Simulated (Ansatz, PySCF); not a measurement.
Here is a job for Ansatz (a first-principles code).
Ansatz 0.2 input:
```yaml
crystal:
  periodic: [false, false, false]
  atoms:
    - {symbol: Al, position_ang: [0.27124112, 0.58615795, 0.37960008]}
    - {symbol: C, position_ang: [1.86787064, -0.78580438, -0.09423932]}
    - {symbol: H, position_ang: [1.50074856, -1.73997665, -0.45832241]}
    - {symbol: H, position_ang: [2.52835634, -0.91152303, 0.75481727]}
    - {symbol: H, position_ang: [2.36361712, -0.24113003, -0.89325914]}
    - {symbol: C, position_ang: [-0.27691568, -0.98774869, 1.75013729]}
    - {symbol: H, position_ang: [-0.47945400, -1.92642443, 1.24452288]}
    - {symbol: H, position_ang: [-1.19293851, -0.57600077, 2.16514718]}
    - {symbol: H, position_ang: [0.47678327, -1.10469076, 2.51903656]}
    - {symbol: Cl, position_ang: [-1.07464571, 0.56005945, -1.18836066]}
basis:
  gaussian:
    orbitals: STO-3G
magnetization: {spin_polarized: true, initial_magnetization: 2}
correlation: {method: ccsd_t, electrons: outside_noble_gas}
accuracy: high
```

**Question.** Give the equivalent PySCF input.

**Answer.** This is not unique; one that fits is 
```python
from pyscf import gto, scf, cc

mol = gto.M(
    atom='''
Al    0.271241    0.586158    0.379600
C     1.867871   -0.785804   -0.094239
H     1.500749   -1.739977   -0.458322
H     2.528356   -0.911523    0.754817
H     2.363617   -0.241130   -0.893259
C    -0.276916   -0.987749    1.750137
H    -0.479454   -1.926424    1.244523
H    -1.192939   -0.576001    2.165147
H     0.476783   -1.104691    2.519037
Cl   -1.074646    0.560059   -1.188361
''',
    basis='sto-3g',
    charge=0,
    spin=2,
    verbose=4,
)

mf = scf.UHF(mol)
mf.kernel()

mycc = cc.CCSD(mf, frozen=12)
mycc.kernel()
et = mycc.ccsd_t()
print('E(CCSD(T)) = %.10f' % (mycc.e_tot + et))
```

Both were run: Ansatz gave -772.032636 Eh and PySCF -772.032636 Eh, 0.000 mEh apart.
